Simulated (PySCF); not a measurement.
## Dipole response of Ti (titanium, neutral)

[Ar] 3d2 4s2, high-spin 3F determinant. Calculation: PySCF 2.14, in aug-cc-pVDZ (7s6p4d2f, 59 functions); no relativity, point nucleus. Coupled (time-dependent) response in atomic units; α is the mean over directions. A double-zeta set is small for polarisabilities.

```csv
method,mean α (bohr³),C₆ (like pair),S(−4)
UHF,148.1,1724,73930
PBE,106.8,1234,6070
PBE0,111.5,1309,6682
BLYP,101.0,1145,5192
```

S(−4) is the Cauchy moment in α(ω) = α(0) + S(−4) ω² + …

Reference α: 87 ± 10 bohr³ (recommended; Schwerdtfeger and Nagle, table of static dipole polarizabilities (2023 update)). Published C₆: 1044 (Chu and Dalgarno (2004); Tang, Norbeck and Certain (1976)).

Hartree-Fock lies above the reference because it lacks correlation, which contracts the outer shell.

α(iu) at PBE:

| u (hartree) | α(iu) (bohr³) |
| --- | --- |
| 0 | 106.8 |
| 0.0500 | 93.88 |
| 0.100 | 70.13 |
| 0.200 | 36.70 |
| 0.300 | 21.61 |
| 0.500 | 10.42 |
| 0.750 | 5.881 |
| 1.00 | 3.978 |
| 1.50 | 2.290 |
| 2.00 | 1.510 |
| 3.00 | 0.7910 |
| 5.00 | 0.3209 |

A single London oscillator, α(iu) = α/(1 + u²/ω²), gives C₆ = (3/4) ω α². Matching the computed C₆ needs ω = 4 × 1234 / (3 × 106.8²) = 0.144 hartree.
